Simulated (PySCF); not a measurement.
# How methods differ on the ionisation energy of Si+

Si+ [Ne] 3s2 3p1 (2P) → Si(2+) [Ne] 3s2 (1S), as a difference of total energies. All numbers are calculated (PySCF 2.14, the spin-free X2C one-electron Hamiltonian (Gaussian nucleus), in cc-pVDZ-DK (4s3p1d, 18 functions)). Correlated levels: valence: [Ne] frozen. The calculations carry no spin-orbit coupling.

```
           method  ionisation energy (eV)
              UHF                  15.802
             PBE0                  16.423
           M06-2X                  16.095
    MP2 (valence)                  15.969
SCS-MP2 (valence)                  15.950
   CCSD (valence)                  16.065
CCSD(T) (valence)                  16.082
```

Problem. How much does correlation contribute at CCSD(T) (valence)?

Solution. 16.082 − (15.802) = 0.280 eV, measured against UHF.

Errors of the correlated levels include the incompleteness of this basis and the frozen core.

For comparison: 16.322 eV (measured; NIST levels, between the centres of gravity of the two terms).
